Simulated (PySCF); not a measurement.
# Computed records: Cl2OSi

All values are calculated (PySCF 2.14.0). Calculation on a computer-drawn molecule: the log of a Hartree-Fock and frozen-core CCSD(T) single point meant for a local Hartree-Fock minimum, with one planted fault or none, to be diagnosed. Offsets are logged minus clean, where the clean run is the same molecule without the fault. The reference is restricted for singlets and unrestricted otherwise, and also for a bond in bohr or an excited solution. Adding or removing an electron swaps singlet and doublet. The excited solution moves the top pair (singlet) or top alpha electron (doublet) to the lowest empty orbital. Highest occupied and lowest empty are orbital energies over both spins, largest force is the largest gradient component, triples share is (T) over the correlation energy, the T1 limit is 0.02 restricted and 0.045 unrestricted, electrons count all cores, a negative frequency is imaginary (commonest isotopes), and the dipole is about the centre of nuclear charge.

Common to all runs: meant charge 0; meant multiplicity 1; meant basis cc-pV(D+d)Z; logged electrons 56; logged basis functions 83; logged SCF converged yes; logged CC converged yes; logged SCF stable within its kind yes; possible faults no fault, one electron removed, one electron added, multiplicity raised by two, geometry at a saddle point, SCF held on an excited solution, minimal basis STO-3G, one bond length entered in bohr, all coordinates scaled.

(1) Cl2OSi

Logged structure:
```xyz
4
Cl2OSi
O     -1.0198     1.3403    -0.4576
Si    -1.3392     2.5370    -1.2273
Cl    -1.4597     2.6403    -3.1917
Cl    -1.7216     4.3179    -0.4749
```

- logged spin squared: 0
- logged highest occupied: -12.702 eV
- logged lowest empty: 2.287 eV
- logged largest force: 0.03243 hartree/bohr
- logged T1 diagnostic: 0.01579
- logged D1 diagnostic: 0.055242
- logged triples share: 0.027928
- logged dipole magnitude: 3.2591 debye
- logged energy HF: -1282.90419 hartree
- logged energy CCSD(T): -1283.49008 hartree
- planted fault: all coordinates scaled, by -1.8 %
- HF energy offset from clean run: 1.402 kcal/mol
- CCSD(T) energy offset from clean run: 3.63 kcal/mol

Drawn bonds:
```tsv
atom	other atom	order
1	2	2
2	3	1
2	4	1
```

(2) Cl2OSi

Logged structure:
```xyz
4
Cl2OSi
O     -1.0385     1.3649    -0.4660
Si    -1.3638     2.5835    -1.2498
Cl    -1.4864     2.6887    -3.2502
Cl    -1.7532     4.3970    -0.4836
```

* logged spin squared: 2.0098
* logged highest occupied: -6.4892 eV
* logged lowest empty: -0.78492 eV
* logged largest force: 0.1621 hartree/bohr
* logged T1 diagnostic: 0.052803
* logged D1 diagnostic: 0.33895
* logged triples share: 0.025903
* logged dipole magnitude: 2.0603 debye
* logged energy HF: -1282.7527 hartree
* logged energy CCSD(T): -1283.29273 hartree
* planted fault: multiplicity raised by two
* HF energy offset from clean run: 96.47 kcal/mol
* CCSD(T) energy offset from clean run: 127.5 kcal/mol

Drawn bonds:
```tsv
atom	other atom	order
1	2	2
2	3	1
2	4	1
```

Notes: T1 above single-reference limit.
